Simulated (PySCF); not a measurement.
Start geometry of `C(BC=C)C` from GFN2-xTB (Å):
```
atom  x, y, z in Å
C1     2.7978    0.3658    0.5433
C2     1.6886   -0.1520   -0.0231
B3     0.2270    0.3251    0.2554
C4    -0.9210   -0.4153   -0.4372
C5    -2.3509    0.1594   -0.2106
H6     3.7772    0.0548    0.3290
H7     2.7067    1.2049    1.2406
H8     1.8731   -0.9614   -0.7201
H9     0.0656    1.2272    1.0188
H10   -0.7773   -0.4815   -1.5023
H11   -0.9608   -1.4632   -0.0863
H12   -2.3956    1.1863   -0.5694
H13   -2.6091    0.1959    0.8526
H14   -3.1285   -0.4210   -0.6986
```

Question: What comes out of this run: PBE0-D3(BJ)/def2-SVP geometry optimisation, gas phase in PySCF?

Answer: 
```
atom  x, y, z in Å
C1     2.7602    0.5303    0.3500
C2     1.7016   -0.1009   -0.1875
B3     0.2511    0.2642    0.2214
C4    -0.9932   -0.4706   -0.3802
C5    -2.3735    0.0940   -0.0728
H6     3.7962    0.2999    0.0748
H7     2.6188    1.3184    1.0983
H8     1.8999   -0.8815   -0.9352
H9     0.1153    1.1319    1.0647
H10   -0.8443   -0.6066   -1.4685
H11   -0.9029   -1.5075    0.0121
H12   -2.4893    1.1093   -0.4838
H13   -2.5404    0.1693    1.0132
H14   -3.1843   -0.5231   -0.4909
```

The energy falls by 4.1 kcal/mol over 8 energy and gradient evaluations, the largest force component goes from 0.0486 to 3.0e-04 Eh/bohr, and the atoms move by 0.078 Å rms after alignment. The bond that changes most is C1–H6 (terminal =CH2 carbon to vinylic hydrogen), which lengthens by 0.047 Å. Bonds longer at the end by more than 0.005 Å: 9 of 13; shorter: 2. Among the angles that change most is B3–C4–H11, from 110.0° to 103.7°. Rotational constants go from 23298, 1946, 1837 to 22347, 1947, 1834 MHz. The orientation of the end geometry is arbitrary; only internal coordinates are fixed.

The run used 115 basis functions and 53 SCF cycles in all.

PBE0-D3(BJ)/def2-SVP frequencies: not computed here. The numbers are those of one conformer.
